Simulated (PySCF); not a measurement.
Gas-phase reaction: 3 GeF4 + Ge3H8 → 4 GeF3 + 2 GeH4

Computed with PySCF and rigid-rotor harmonic-oscillator thermochemistry at 1 bar. † marks an energy on the PBE0/def2-TZVP geometry and frequencies; other levels use their own. MP2 and CCSD(T) freeze the core. 6-31G* has spherical d functions here. Open shells (unrestricted): GeF3 (multiplicity 2); the rest are closed-shell singlets. B3LYP is the form with VWN-RPA correlation. Ge: all electrons, no relativistic terms. GeF3: computed as isolated molecules; such fragments, hydroxides, amides, oligomers or adducts are transient or little studied in the gas. MP2 isn't extrapolated to the basis-set limit. CCSD(T) isn't extrapolated to the basis-set limit.

| level | ΔH°(298 K), kJ |
|---|---|
| B3LYP/def2-TZVP† | (withheld) |
| CCSD(T)/def2-SVP† | 593 |
| HF/6-31G* | (withheld) |
| M06-2X/def2-TZVP† | (withheld) |
| MP2/def2-TZVPP† | 619 |
| PBE/def2-TZVP† | 480 |
| PBE0/def2-SVP† | 547 |
| r2SCAN/def2-TZVP† | 523 |
| ωB97M-V/def2-TZVP† | (withheld) |

Question: Some entries are withheld; supply them.

Answer: 
- B3LYP/def2-TZVP†, ΔH°(298 K), kJ: 481
- HF/6-31G*, ΔH°(298 K), kJ: 457
- M06-2X/def2-TZVP†, ΔH°(298 K), kJ: 549
- ωB97M-V/def2-TZVP†, ΔH°(298 K), kJ: 545
